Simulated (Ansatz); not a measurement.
`C[Si](C)(Cl)CCC(F)(F)C(F)(F)C(F)(F)C(F)(F)C(F)(F)C(F)(F)F`, relaxed as a singlet with RKS r2SCAN-D4/def2-SVP in Ansatz, starting from the GFN2-xTB geometry. Force threshold 0.03 eV/Å.

Single mean-field runs in def2-SVP are fitted with def2-universal-jkfit.

Start:

```
atom    x (Å)    y (Å)    z (Å)
  C1  -0.3772   0.1281  -4.4143
 Si2   0.3979  -1.4501  -3.6844
  C3   2.2648  -1.5672  -4.0358
 Cl4  -0.5321  -3.0731  -4.4788
  C5   0.0824  -1.5201  -1.7953
  C6   0.7329  -0.3726  -1.0307
  C7   0.4121  -0.4774   0.4549
  F8   0.8483  -1.6439   0.9832
  F9  -0.9284  -0.4580   0.6604
 C10   1.0400   0.6867   1.2788
 F11   2.3646   0.7262   1.0182
 F12   0.5420   1.8629   0.8456
 C13   0.9083   0.6261   2.8317
 F14   1.4914   1.7341   3.3298
 F15   1.6260  -0.4200   3.2771
 C16  -0.5089   0.5090   3.4804
 F17  -0.3119   0.5124   4.8139
 F18  -1.0509  -0.6791   3.1794
 C19  -1.5144   1.6540   3.1535
 F20  -1.8059   1.6882   1.8431
 F21  -0.9653   2.8378   3.4708
 C22  -2.8627   1.5028   3.9303
 F23  -3.4504   0.3487   3.6433
 F24  -3.6876   2.4808   3.5773
 F25  -2.6839   1.5680   5.2424
 H26   0.1101   1.0285  -4.0527
 H27  -1.4323   0.1990  -4.1631
 H28  -0.3037   0.1315  -5.4981
 H29   2.4553  -1.6422  -5.1023
 H30   2.8049  -0.6999  -3.6689
 H31   2.6968  -2.4483  -3.5692
 H32   0.4539  -2.4634  -1.3940
 H33  -0.9909  -1.5039  -1.6041
 H34   0.3579   0.5903  -1.3795
 H35   1.8167  -0.3958  -1.1430
```

```csv
step,energy (eV),largest force component (eV/Å),SCF passes
1,-66192.0515,1.378,18
2,-66192.2181,0.383,19
3,-66192.2399,0.180,19
4,-66192.2440,0.042,20
5,-66192.2476,0.070,18
6,-66192.2507,0.276,18
7,-66192.2549,0.119,19
8,-66192.2617,0.022,18
9,-66192.2635,0.396,18
10,-66192.2679,0.114,19
11,-66192.2697,0.007,19
12,-66192.2708,0.047,18
13,-66192.2710,0.009,21
```

Force components are those of the run's own axes.

End:

Cartesian coordinates in Å:
```
C -0.242 0.117 -4.491
Si 0.491 -1.424 -3.729
C 2.329 -1.550 -4.048
Cl -0.433 -3.084 -4.606
C 0.104 -1.524 -1.889
C 0.711 -0.389 -1.063
C 0.345 -0.511 0.403
F 0.823 -1.673 0.920
F -1.006 -0.524 0.547
C 0.897 0.656 1.253
F 2.218 0.773 0.981
F 0.281 1.795 0.860
C 0.809 0.576 2.801
F 1.418 1.682 3.273
F 1.506 -0.500 3.208
C -0.582 0.474 3.492
F -0.323 0.498 4.819
F -1.130 -0.712 3.184
C -1.608 1.598 3.194
F -2.167 1.379 1.992
F -0.991 2.793 3.188
C -2.755 1.670 4.237
F -3.258 0.456 4.458
F -3.717 2.456 3.756
F -2.319 2.181 5.384
H 0.221 1.027 -4.073
H -1.327 0.171 -4.310
H -0.081 0.130 -5.580
H 2.538 -1.569 -5.129
H 2.867 -0.689 -3.617
H 2.746 -2.470 -3.608
H 0.462 -2.497 -1.508
H -0.993 -1.531 -1.768
H 0.357 0.599 -1.402
H 1.811 -0.383 -1.126
```

By distances, no bond broke or formed. The bond that changes most is Si2–Cl4, from 2.03 to 2.09 Å (atoms count from 1).

The force fell under the threshold at step 8, but the optimiser went on and released 0.009 eV more. No frequencies were taken in this run, so the end may be a saddle point.

Hardware: 2 threads of AMD EPYC 7R13 on a shared host and a share (18 GiB) of an NVIDIA H100 80GB HBM3. Wall time 73 s.
